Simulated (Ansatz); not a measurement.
Species: C2H6Si, SMILES `C=[SiH]C` (charge 0, multiplicity 1).

Task: Give a relaxed geometry from PBE0-D3(BJ)/def2-TZVP (Ansatz, a program for electronic structure).

Result: the end point of this relaxation (outside a Z-matrix the atoms follow the SMILES, hydrogens last).
Bonds (Å): C1–Si2 1.698, C1–H4 1.084, C1–H5 1.084, Si2–C3 1.859, Si2–H6 1.482, C3–H7 1.091, C3–H8 1.093, C3–H9 1.093. Angles (°): Si2–C1–H4 122.7, Si2–C1–H5 121.7, H4–C1–H5 115.6, C1–Si2–C3 124.9, C1–Si2–H6 120.7, C3–Si2–H6 114.5, Si2–C3–H7 110.1, Si2–C3–H8 110.9, Si2–C3–H9 111.0, H7–C3–H8 108.6, H7–C3–H9 108.6, H8–C3–H9 107.6.
